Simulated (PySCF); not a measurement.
# Electronic absorption of C6H8FN

Species: C₆H₈FN.
Cartesian coordinates in Å at the PBE0-D3(BJ)/def2-SVP level; atoms count from 1:
```
atom  x, y, z in Å
N1     2.9504   -0.1389    0.5732
C2     1.9387   -0.1617   -0.1924
C3     0.6307   -0.6632    0.2673
C4    -0.2973   -1.3672   -0.7095
F5    -1.0002   -2.4283   -0.2485
C6    -0.6351   -0.0348   -0.2270
C7    -1.8068    0.6274    0.3773
C8    -1.0732    1.2651   -0.7826
H9     3.7612    0.2423    0.0776
H10    1.9562    0.1973   -1.2425
H11    0.6197   -1.0555    1.2894
H12    0.0374   -1.5130   -1.7440
H13   -1.6900    1.0768    1.3675
H14   -2.7890    0.1855    0.1860
H15   -1.5613    1.2729   -1.7618
H16   -0.4565    2.1439   -0.5714
```

Level of theory: PySCF, TDDFT PBE0/def2-SVPD, vertical, gas phase, core orbitals frozen in the response.

Task: Predict the UV-vis stick spectrum at this level.

Result: 

```
state  E (eV)  λ (nm)  ν̃ (cm⁻¹)       f  |μ| (D)  main configurations (H = HOMO, L = LUMO)
   S1    5.34   232.1      43080  0.0021     0.32                                 H→L (95%)
   S2    6.63   186.9      53500   0.174     2.63                               H-1→L (85%)
   S3    6.98   177.7      56290   0.057     1.47                               H-2→L (90%)
   S4    7.19   172.3      58020   0.043     1.25                               H→L+1 (77%)
   S5    7.35   168.8      59260   0.050     1.34                               H-3→L (91%)
   S6    7.46   166.2      60170  0.0058     0.45                             H-1→L+1 (92%)
```

The lowest singlet lies at 5.34 eV (232 nm, ultraviolet) and is very weak; its leading configuration is HOMO→LUMO (95%). The most intense listed level is S2 at 6.63 eV (187 nm, f = 0.174), 1.29 eV above S1. Löwdin shares by element: HOMO nitrogen 55%, carbon 21% or more, hydrogen 8% or more (atoms not listed hold the other 16%); LUMO carbon 41% or more, nitrogen 36%, hydrogen 6% or more (atoms not listed hold the other 18%). The listed states span 2.12 eV, and the widest gap between neighbours is 1.29 eV (S1 to S2). Weighted by f, the mean energy of these states is 6.88 eV. The oscillator strengths of these states sum to 0.332; summed over the whole spectrum of an exact calculation they would give the number of electrons, 60 (Thomas–Reiche–Kuhn). Only the lowest 6 singlets were computed, as vertical energies without vibronic structure.

One conformer stands for the species.
